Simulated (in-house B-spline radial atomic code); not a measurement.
Computed with a B-spline radial atomic code. Model: two electrons, singlet ground state, non-relativistic, full CI in B-splines with partial waves to l = 8 (at full coupling up to 3e-4 hartree above the limit, correlation up to 0.6 % small), density held at that of full coupling by Lieb maximisation.

Along the adiabatic connection the electron repulsion is scaled by a coupling λ while a local potential keeps the density fixed. At λ = 0 the system is the Kohn-Sham one and W equals the exchange energy; the exchange-correlation energy is the area under W between 0 and 1. The kinetic energy rises with λ as the electrons avoid each other, with dT/dλ = −λ dW/dλ.

Command:
```bash
python run_ac.py task.json out
```
Settings (lengths in bohr, energies in hartree):
```
potential              coulomb
strength               0.75
lmax                   8
wall_radius            6
```

Time taken, with all properties: 3 s on 1 thread of Intel(R) Xeon(R) Processor @ 2.30GHz (shared host).

**W = mean repulsion less Hartree energy, and W of three functionals.**

Given: confinement point charge; nuclear charge 0.75; hard wall radius 6 bohr; external potential -Z/r.

Computed: PBE exchange minus exact 11.296 millihartree; SCAN exchange minus exact 0.114 millihartree.

| coupling | W xc (hartree) | W xc minus exchange (millihartree) | kinetic minus Kohn-Sham (millihartree) | LDA (PW92) W minus its exchange (millihartree) | PBE W minus its exchange (millihartree) | SCAN W minus its exchange (millihartree) |
| --- | --- | --- | --- | --- | --- | --- |
| 0 | -0.38019 | 0 | 0 | 0 | 0 | 0 |
| 0.02 | ? | ? | ? | ? | ? | ? |
| 0.05 | ? | ? | ? | ? | ? | ? |
| 0.12 | -0.39077 | -10.578 | 0.62 | -34.37 | -12.49 | -10.22 |
| 0.25 | -0.40063 | -20.436 | 2.43 | -54.31 | -24.36 | -19.6 |
| 0.4 | -0.41035 | -30.153 | 5.56 | -70.98 | -36.03 | -28.87 |
| 0.6 | -0.42116 | -40.965 | 10.93 | -87.76 | -48.99 | -39.3 |
| 0.8 | -0.4301 | -49.904 | 17.16 | -100.83 | -59.73 | -48.08 |
| 1 | -0.43761 | -57.419 | 23.91 | -111.49 | -68.82 | -55.57 |
| 1.4 | -0.44955 | -69.356 | 38.12 | -128.11 | -83.47 | -67.72 |
| 2 | -0.46239 | -82.194 | 59.7 | -146.01 | -99.72 | -81.13 |
| 3 | -0.47632 | -96.127 | 93.97 | -165.99 | -118.29 | -96 |
| 4.5 | -0.48884 | -108.64 | 140.07 | -184.98 | -136.22 | -109.32 |
| 7 | -0.50051 | -120.32 | 205.7 | -204.02 | -154.41 | -121.17 |
| 10 | -0.50847 | -128.27 | 272.28 | -217.94 | -167.8 | -128.49 |

(1) What belongs in the row 0.02?

(2) What belongs in the row 0.05?

(3) What is the LDA exchange minus exact?

**Energy parts, natural occupations and partial-wave weights.**

Computed: total energy -0.1577 hartree; exchange energy -0.38019 hartree; kinetic part of the DFT correlation energy 0.023908 hartree; initial slope twice GL2 -0.094942 hartree; kinetic part over minus potential part 0.41637; Kohn-Sham kinetic 0.39373 hartree; Lieb Oxford ratio E_xc over LDA exchange 1.2695.

| natural | occupation of the shell (electrons) |
| --- | --- |
| s | 1.9293 |
| p | 0.051058 |
| s | 0.017615 |
| d | ? |
| p | 0.00052542 |
| f | 0.00011743 |

(4) What belongs in the row d?

```tsv
wave	weight
s	0.97353
p	0.025806
d	?
f	6.6926e-05
g	1.4344e-05
```

(5) What belongs in the row d?

(6) What is the correlation energy?

(7) What is the Hartree energy?

Results:

(1) W xc (hartree): -0.38207; W xc minus exchange (millihartree): -1.875; kinetic minus Kohn-Sham (millihartree): 0.02; LDA (PW92) W minus its exchange (millihartree): -9.63; PBE W minus its exchange (millihartree): -2.14; SCAN W minus its exchange (millihartree): -1.85.

(2) W xc (hartree): -0.38479; W xc minus exchange (millihartree): -4.601; kinetic minus Kohn-Sham (millihartree): 0.11; LDA (PW92) W minus its exchange (millihartree): -18.9; PBE W minus its exchange (millihartree): -5.34; SCAN W minus its exchange (millihartree): -4.5.

(3) 54.313 millihartree.

(4) occupation of the shell (electrons): 0.0010822.

(5) weight: 0.00057699.

(6) -0.033511 hartree.

(7) 0.76039 hartree.

Half-way to full coupling W has made 62 % of its drop, against 50 % for a straight line, and second-order (GL2) theory, half the initial slope, overshoots the correlation energy by about 42 %: a marked bend. Over couplings 0 to 1 the errors in E_xc come to about +14 millihartree for LDA, +4.8 millihartree for PBE, +1.4 millihartree for SCAN, so SCAN is nearest. In LDA and PBE the errors of exchange and correlation have opposite signs, so the sum is smaller than the larger of the two.
